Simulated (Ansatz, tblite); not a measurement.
Removing an electron: BMe2(CH2SiH3) (C₃H₁₁BSi). The state is a singlet with charge 0. Geometry: PBE0-D4/def2-SVP. Ansatz, gas phase; energy differences of separate SCF runs; the oxidised species was run as a doublet alone.

```tsv
atom	x (Å)	y (Å)	z (Å)
B1	-0.270	-0.029	0.607
C2	0.541	0.828	1.649
H3	1.202	0.241	2.305
H4	-0.217	1.293	2.310
H5	1.108	1.660	1.204
C6	-0.549	-1.551	0.900
H7	-1.307	-2.024	0.258
H8	-0.809	-1.725	1.958
H9	0.403	-2.096	0.745
C10	-0.752	0.628	-0.729
Si11	0.528	0.283	-2.074
H12	-1.697	0.202	-1.106
H13	-0.839	1.727	-0.673
H14	1.865	0.833	-1.690
H15	0.678	-1.188	-2.301
H16	0.116	0.917	-3.365
```

The xTB rows come from tblite. LC-ωPBE has ω = 0.4 bohr⁻¹. HOMO above LUMO, or a gap near zero within one spin, warns that the state may not be the lowest or that an electron is smeared out.

```json
{"level": "GFN1-xTB", "−HOMO (eV)": "11.90", "vertical IE (eV)": "14.60", "−LUMO (eV)": "6.81", "HOMO–LUMO gap (eV)": "5.09", "remarks": "–"}
{"level": "GFN2-xTB", "−HOMO (eV)": "10.55", "vertical IE (eV)": "13.30", "−LUMO (eV)": "5.80", "HOMO–LUMO gap (eV)": "4.75", "remarks": "–"}
{"level": "PBE-D4/def2-TZVP", "−HOMO (eV)": "7.10", "vertical IE (eV)": "9.92", "−LUMO (eV)": "1.41", "HOMO–LUMO gap (eV)": "5.69", "remarks": "gap within one spin near zero (+1 doublet)"}
{"level": "PBE0-D4/def2-TZVP", "−HOMO (eV)": "8.40", "vertical IE (eV)": "10.28", "−LUMO (eV)": "0.43", "HOMO–LUMO gap (eV)": "7.97", "remarks": "–"}
{"level": "LC-ωPBE/def2-TZVP", "−HOMO (eV)": "11.13", "vertical IE (eV)": "10.65", "−LUMO (eV)": "-1.85", "HOMO–LUMO gap (eV)": "12.99", "remarks": "–"}
```

  Raw xTB energy differences between charge states are shifted by several eV; the methods need an empirical correction for them.
